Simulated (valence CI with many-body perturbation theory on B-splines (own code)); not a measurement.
## E1 transitions of Ir44+

Calculated by configuration interaction combined with many-body perturbation theory (CI+MBPT): five valence electrons over a frozen Dirac-Fock core [Ar] 3d10, radial functions for each j: 11 s, 11 p, 10 d, 8 f, 5 g, 2 h, with the one-electron correlation potential Σ1, the two-electron term Σ2, the three-electron term Σ3, Breit, model QED; selected CI, second order for the rest, scaled by the run's own slope (own B-spline code, finite nucleus).

No measured spectrum was set against this ion. As an estimate, large intervals hold to a few tenths of a per cent, small ones and those within an open d or f shell to about a per cent. Among the levels kept, up to 2200 cm⁻¹ of a level comes from second order outside the variational space, and about a tenth of that is noise between levels of different J, which matters for small intervals.

Lines 201 to 250 of 557 in falling wavelength, among levels below 618.48 eV, chosen from the strongest by gf and those to the six lowest levels. Wavelengths and rates use the calculated energies. Electric multipoles are in the length gauge with retardation, E1 and E2 with the static RPA response of the core. Weak lines are less certain than strong ones. Lines between different terms over intervals too small for the method are left out, as are lines whose strength nearly cancels. The highest levels of a list are the least certain.

Levels are named by their leading jj configuration (3d3/2^4 stands for four electrons in 3d with j = 3/2), which in mixed levels can hold well under half, so a name can repeat and another be missing. Letters in brackets count levels of one name in rising energy.

| λ vac (Å) | Upper | Lower | A (s⁻¹) | S (a.u.) |
| --- | --- | --- | --- | --- |
| 59.51 | (4s^2 4p3/2 4d3/2 4d5/2) J=5/2 [d] | (4s^2 4p3/2^2 4d3/2) J=3/2 [a] | 3.65e+11 | 2.28e-01 |
| 59.50 | (4s 4p1/2 4p3/2^2 4d3/2) J=5/2 [c] | (4s^2 4p1/2 4p3/2 4d5/2) J=5/2 [a] | 6.65e+10 | 4.15e-02 |
| 59.49 | (4s 4p1/2 4p3/2^2 4d5/2) J=3/2 [e] | (4s 4p1/2 4p3/2^3) J=3/2 [b] | 3.36e+11 | 1.40e-01 |
| 59.47 | (4s 4p1/2^2 4p3/2 4d5/2) J=7/2 [b] | (4s 4p1/2^2 4p3/2^2) J=5/2 | 4.12e+11 | 3.42e-01 |
| 59.46 | (4s 4p1/2^2 4p3/2 4f7/2) J=9/2 | (4s^2 4p1/2^2 4f7/2) J=7/2 | 2.25e+10 | 2.34e-02 |
| 59.41 | (4s^2 4p3/2 4d3/2 4d5/2) J=7/2 [d] | (4s^2 4p3/2^2 4d3/2) J=5/2 | 3.68e+11 | 3.05e-01 |
| 59.34 | (4s 4p1/2 4p3/2^2 4d5/2) J=5/2 [c] | (4s 4p1/2 4p3/2^3) J=3/2 [a] | 5.06e+11 | 3.13e-01 |
| 59.29 | (4s 4p1/2 4p3/2^2 4d5/2) J=3/2 [e] | (4s 4p1/2 4p3/2^3) J=1/2 | 9.54e+11 | 3.92e-01 |
| 59.16 | (4s^2 4p1/2 4p3/2 4d5/2) J=5/2 [b] | (4s^2 4p1/2 4p3/2^2) J=3/2 | 7.91e+11 | 4.85e-01 |
| 59.10 | (4s 4p1/2^2 4p3/2 4d3/2) J=5/2 [b] | (4s^2 4p1/2^2 4d5/2) J=5/2 | 2.26e+09 | 1.38e-03 |
| 58.79 | (4s 4p1/2^2 4d5/2^2) J=9/2 | (4s^2 4p1/2^2 4f7/2) J=7/2 | 1.68e+11 | 1.69e-01 |
| 58.66 | (4s 4p1/2 4p3/2^2 4d5/2) J=3/2 [d] | (4s 4p1/2 4p3/2^3) J=5/2 | 2.45e+11 | 9.76e-02 |
| 58.59 | (4s^2 4p3/2^2 4d5/2) J=5/2 [b] | (4s^2 4p3/2^3) J=3/2 | 1.12e+12 | 6.68e-01 |
| 58.59 | (4s^2 4p1/2^2 4f5/2) J=5/2 | (4s^2 4p1/2^2 4d3/2) J=3/2 | 3.92e+10 | 2.34e-02 |
| 58.52 | (4s^2 4p1/2 4p3/2 4d5/2) J=3/2 [b] | (4s^2 4p1/2 4p3/2^2) J=3/2 | 1.50e+10 | 5.92e-03 |
| 58.45 | (4s 4p1/2 4p3/2^2 4d5/2) J=3/2 [c] | (4s 4p1/2 4p3/2^3) J=3/2 [a] | 6.52e+10 | 2.57e-02 |
| 58.44 | (4s 4p1/2 4p3/2^2 4d3/2) J=3/2 [a] | (4s^2 4p1/2 4p3/2 4d3/2) J=3/2 [a] | 1.48e+11 | 5.84e-02 |
| 58.18 | (4s^2 4p1/2 4p3/2 4d5/2) J=1/2 | (4s^2 4p1/2 4p3/2^2) J=3/2 | 1.47e+11 | 2.85e-02 |
| 58.10 | (4s 4p1/2 4p3/2^2 4d3/2) J=1/2 [e] | (4s^2 4p1/2 4p3/2 4d5/2) J=3/2 [b] | 1.78e+11 | 3.45e-02 |
| 58.08 | (4s 4p1/2 4p3/2^2 4d3/2) J=5/2 [b] | (4s^2 4p1/2 4p3/2 4d3/2) J=3/2 [b] | 7.09e+10 | 4.11e-02 |
| 58.04 | (4s 4p1/2 4p3/2^2 4d5/2) J=7/2 [a] | (4s^2 4p1/2 4p3/2 4d5/2) J=7/2 [a] | 6.21e+10 | 4.79e-02 |
| 57.97 | (4s 4p1/2 4p3/2^3) J=3/2 [a] | (4s^2 4p1/2 4p3/2^2) J=1/2 | 3.61e+10 | 1.39e-02 |
| 57.91 | (4s 4p1/2^2 4p3/2 4f7/2) J=5/2 | (4s 4p1/2^2 4p3/2 4d3/2) J=3/2 [b] | 1.43e+11 | 8.20e-02 |
| 57.80 | (4s 4p1/2^2 4p3/2 4d5/2) J=3/2 [b] | (4s 4p1/2^2 4p3/2^2) J=5/2 | 7.82e+10 | 2.98e-02 |
| 57.60 | (4s 4p1/2 4p3/2^2 4d3/2) J=1/2 [f] | (4s^2 4p1/2 4p3/2 4d5/2) J=3/2 [b] | 2.91e+11 | 5.49e-02 |
| 57.57 | (4s 4p1/2^2 4p3/2 4d3/2) J=3/2 [a] | (4s^2 4p1/2^2 4d3/2) J=3/2 | 1.26e+10 | 4.74e-03 |
| 57.52 | (4s 4p1/2^2 4p3/2 4d3/2) J=5/2 [a] | (4s^2 4p1/2^2 4d3/2) J=3/2 | 2.08e+10 | 1.17e-02 |
| 57.50 | (4s 4p1/2^2 4p3/2 4f5/2) J=7/2 [a] | (4s 4p1/2^2 4p3/2 4d3/2) J=5/2 [a] | 9.97e+10 | 7.49e-02 |
| 57.48 | (4s 4p1/2 4p3/2^2 4d5/2) J=9/2 [a] | (4s^2 4p1/2 4p3/2 4d5/2) J=7/2 [a] | 4.63e+11 | 4.34e-01 |
| 57.39 | (4s 4p1/2 4p3/2^2 4d3/2) J=3/2 [b] | (4s^2 4p1/2 4p3/2 4d3/2) J=1/2 [a] | 1.45e+11 | 5.41e-02 |
| 57.35 | (4p1/2^2 4p3/2^2 4d3/2) J=3/2 | (4s 4p1/2^2 4p3/2 4d3/2) J=1/2 [b] | 8.47e+10 | 3.16e-02 |
| 57.33 | (4s 4p1/2 4p3/2^2 4d5/2) J=5/2 [e] | (4s 4p1/2 4p3/2^3) J=3/2 [a] | 4.37e+11 | 2.44e-01 |
| 57.32 | (4s 4p1/2 4p3/2^2 4d3/2) J=3/2 [b] | (4s^2 4p1/2 4p3/2 4d3/2) J=3/2 [a] | 6.48e+10 | 2.41e-02 |
| 57.26 | (4s 4p1/2 4p3/2^2 4d3/2) J=1/2 [a] | (4s^2 4p1/2 4p3/2 4d3/2) J=1/2 [a] | 5.05e+11 | 9.37e-02 |
| 57.13 | (4s^2 4p1/2 4p3/2 4f7/2) J=7/2 [a] | (4s^2 4p1/2 4p3/2 4d3/2) J=5/2 [a] | 3.71e+10 | 2.73e-02 |
| 57.12 | (4s 4p1/2^2 4p3/2 4d5/2) J=5/2 [b] | (4s 4p1/2^2 4p3/2^2) J=5/2 | 8.57e+10 | 4.73e-02 |
| 57.09 | (4s 4p1/2 4p3/2^2 4d3/2) J=3/2 [d] | (4s^2 4p1/2 4p3/2 4d3/2) J=1/2 [b] | 2.25e+11 | 8.25e-02 |
| 57.06 | (4s 4p1/2 4p3/2^2 4d5/2) J=7/2 [a] | (4s^2 4p1/2 4p3/2 4d3/2) J=5/2 [b] | 2.55e+11 | 1.87e-01 |
| 57.05 | (4s 4p1/2 4p3/2^2 4d3/2) J=5/2 [c] | (4s^2 4p1/2 4p3/2 4d3/2) J=3/2 [b] | 1.16e+11 | 6.41e-02 |
| 57.04 | (4s 4p1/2^2 4p3/2 4f5/2) J=5/2 [a] | (4s 4p1/2^2 4p3/2 4d3/2) J=5/2 [a] | 8.30e+10 | 4.56e-02 |
| 56.99 | (4s 4p1/2^2 4p3/2 4f5/2) J=5/2 [a] | (4s 4p1/2^2 4p3/2 4d3/2) J=3/2 [a] | 2.70e+11 | 1.48e-01 |
| 56.96 | (4s 4p1/2^2 4p3/2 4d5/2) J=5/2 [a] | (4s^2 4p1/2^2 4d5/2) J=5/2 | 1.63e+11 | 8.94e-02 |
| 56.91 | (4s 4p1/2 4p3/2^2 4d5/2) J=11/2 | (4s^2 4p1/2 4p3/2 4d5/2) J=9/2 | 2.81e+11 | 3.07e-01 |
| 56.77 | (4s 4p1/2 4p3/2^2 4d3/2) J=5/2 [a] | (4s^2 4p1/2 4p3/2 4d3/2) J=3/2 [a] | 2.65e+11 | 1.43e-01 |
| 56.65 | (4s 4p1/2 4p3/2^2 4d3/2) J=5/2 [a] | (4s^2 4p1/2 4p3/2 4d3/2) J=5/2 [a] | 8.50e+10 | 4.58e-02 |
| 56.59 | (4s 4p1/2^2 4p3/2^2) J=5/2 | (4s^2 4p1/2^2 4p3/2) J=3/2 | 2.51e+11 | 1.34e-01 |
| 56.55 | (4s 4p1/2^2 4p3/2 4f7/2) J=9/2 | (4s 4p1/2^2 4p3/2 4d3/2) J=7/2 | 1.53e+11 | 1.37e-01 |
| 56.52 | (4s^2 4p1/2 4d5/2^2) J=7/2 [a] | (4s^2 4p1/2 4p3/2 4d3/2) J=5/2 [a] | 3.54e+10 | 2.53e-02 |
| 56.52 | (4s 4p1/2 4p3/2^2 4d5/2) J=3/2 [d] | (4s 4p1/2 4p3/2^3) J=3/2 [a] | 7.53e+10 | 2.68e-02 |
| 56.49 | (4s^2 4p1/2 4p3/2 4f7/2) J=7/2 [b] | (4s^2 4p1/2 4p3/2 4d3/2) J=7/2 | 7.04e+10 | 5.01e-02 |
